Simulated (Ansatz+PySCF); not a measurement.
doublet H₂(+): levels of theory in one basis

```xyz
2

H     0.0227   -0.0298   -0.5175
H     0.0277    0.0405    0.5603
```

Basis set: def2-SVP (spherical functions). All electrons are correlated. Charge 1, multiplicity 2.

Computed with Ansatz (development build ahead of 0.2.0); each method stands on the lowest determinant of its kind that the runs found. NEVPT2 correlates all electrons. Active spaces start from the frontier orbitals, and the lowest solution found is given.

| method | E − E(ROHF) (eV) | <S²> of the determinant |
| --- | --- | --- |
| ROHF | 0.00 | 0.75 |
| UHF-MP2 | 0.00 | 0.75 |
| UHF-CCSD(T) | 0.00 | 0.75 |
| CASSCF(1,2) | 0.00 | – |
| SC-NEVPT2(1,2) | 0.00 | – |

**Question.** Is a single determinant a sound starting point here?

**Answer.** By this sign, yes. Unrestricted orbitals gain 0.00 eV and <S²> is 0.75 against 0.75 for a pure state. The CASSCF(1,2) natural occupations are 1.00, 0.00.

Caution for UHF-MP2: MP2 on this radical cation hangs on the determinant chosen. Caution for UHF-CCSD(T): the charge can sit on one fragment and break the point group.
